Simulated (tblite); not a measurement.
Species: C4H13FN2Si2.
SMILES with atom numbers: `[CH3:1][C@@H:2]1[NH:3][SiH2:4][N:5]([CH3:6])[SiH2:7][C@@H:8]1[F:9]` (hydrogens: H10, H11, H12 on C1; H13 on C2; H14 on N3; H15, H16 on Si4; H17, H18, H19 on C6; H20, H21 on Si7; H22 on C8)

Computed geometry: GFN2-xTB, gas phase.

(1) List the bond lengths, angles and torsions at this level.

Answers

(1) 
| bond | length (Å) |
| --- | --- |
| C1–C2 | 1.528 |
| C2–N3 | 1.446 |
| N3–Si4 | 1.714 |
| Si4–N5 | 1.749 |
| N5–C6 | 1.447 |
| N5–Si7 | 1.723 |
| Si7–C8 | 1.916 |
| C8–F9 | 1.396 |
| C2–C8 | 1.533 |
| C1–H10, C1–H11, C1–H12 | 1.088 |
| C2–H13 | 1.095 |
| N3–H14 | 1.009 |
| Si4–H15 | 1.463 |
| Si4–H16 | 1.468 |
| C6–H17, C6–H18, C6–H19 | 1.090 |
| Si7–H20 | 1.468 |
| Si7–H21 | 1.470 |
| C8–H22 | 1.095 |

Bonds in one row agree within 0.01 Å and their mean is given. A selection of angles:
| angle | degrees |
| --- | --- |
| C1–C2–N3 | 109.7 |
| C1–C2–C8 | 111.6 |
| N3–C2–C8 | 111.5 |
| C2–N3–Si4 | 120.0 |
| N3–Si4–N5 | 108.2 |
| Si4–N5–C6 | 117.6 |
| Si4–N5–Si7 | 123.4 |
| C6–N5–Si7 | 118.0 |
| N5–Si7–C8 | 107.0 |
| Si7–C8–F9 | 108.7 |
| C2–C8–Si7 | 114.0 |
| C2–C8–F9 | 108.3 |
| H14–N3–C2 | 110.3 |
| H14–N3–Si4 | 117.4 |

Dihedral angles: C1–C2–N3–Si4 167° (antiperiplanar); C2–N3–Si4–N5 28° (synperiplanar); N3–Si4–N5–C6 -176° (antiperiplanar); Si4–N5–Si7–C8 -18° (synperiplanar); N5–Si7–C8–F9 103° (anticlinal); C1–C2–C8–Si7 -176° (antiperiplanar).

N3 (silicon-bound nitrogen) is pyramidal (angles 120.0°, 117.4° and 110.3°, sum 347.8°, 0.27 Å off the plane of its three neighbours). Si7 (SiH2 silicon) is distorted tetrahedral (angles from 107.0° to 114.1°). The 6-membered ring C2–N3–Si4–N5–Si7–C8 has internal angles of 107.0° to 123.4° (sum 684°, against 720° for a flat polygon); it is puckered, 0.24 Å rms from its mean plane, widest ring torsion 69°. Si4 (SiH2 silicon) is distorted tetrahedral (angles from 105.4° to 113.2°). N5 (nitrogen bridging silicon atoms) is almost planar (angles 123.4°, 118.0° and 117.6°, sum 359.0°, 0.09 Å off the plane of its three neighbours). Of the pairs four or more bonds apart, F9···H11 is among the closest relative to their van der Waals radii: 2.56 Å, 96 % of the sum of Bondi's values. The 3 N–Si bonds span 1.714 Å (N3–Si4, drawn single) to 1.749 Å (Si4–N5, drawn single), a spread of 0.035 Å.

Point group: C1 (no symmetry element, even within 0.4 Å). Its GFN2-xTB frequencies are all real (lowest 51 cm⁻¹). One conformer, not necessarily the lowest.
